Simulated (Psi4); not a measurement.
Psi4 input (wB97X-D/6-31G*):

```
memory 1500 MB

molecule {
1 3
F     0.00000000    0.00000000    0.00000000
symmetry c1
no_reorient
no_com
}

set {
  basis 6-31G*
  reference uks
  scf_type pk
  dft_radial_points 99
  dft_spherical_points 590
  e_convergence 1e-8
  d_convergence 1e-7
  maxiter 150
}

e = energy('wb97x-d')
print_out(f'\nFINAL {e:.10f} DIPOLE {variable("CURRENT DIPOLE")[0]:.6f} {variable("CURRENT DIPOLE")[1]:.6f} {variable("CURRENT DIPOLE")[2]:.6f}\n')
```

Problem. Predict the final energy.

Solution. -99.05525 Eh.
